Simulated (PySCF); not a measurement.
CHCl2, SMILES Cl[CH]Cl (connectivity only; charge and spin as stated), charge +1, multiplicity 1.

Geometry: r2SCAN-D4/def2-TZVP. The multiplicity is an assumed one; other spin states were not compared. The isomer is the one that the SMILES or the coordinates give; other isomers of the formula were not compared.

Two levels are set side by side: TDA-PBE/def2-SVPD (PySCF) and ADC(2)/aug-cc-pVDZ (PySCF). Vertical, same geometry; the bases differ. Differences are taken from unrounded values.

```
quantity                        ADC(2)
------------------------------  ------
lowest singlet excitation (eV)    4.03
```

### Question
What does TDA-PBE give, and how far is it from ADC(2)? (Estimate from the structure and the level; the computed values follow.)

### Answer

```tsv
quantity	TDA-PBE	TDA-PBE minus ADC(2)
lowest singlet excitation (eV)	3.72	-0.32
```

Functionals without exact exchange tend to place singlet excitations lower, as here. Differences between two approximate levels are no errors against the true value.

Rough cost on one machine, each run with all the roots and properties that it gave: ADC(2) against TDA-PBE about 10 times.
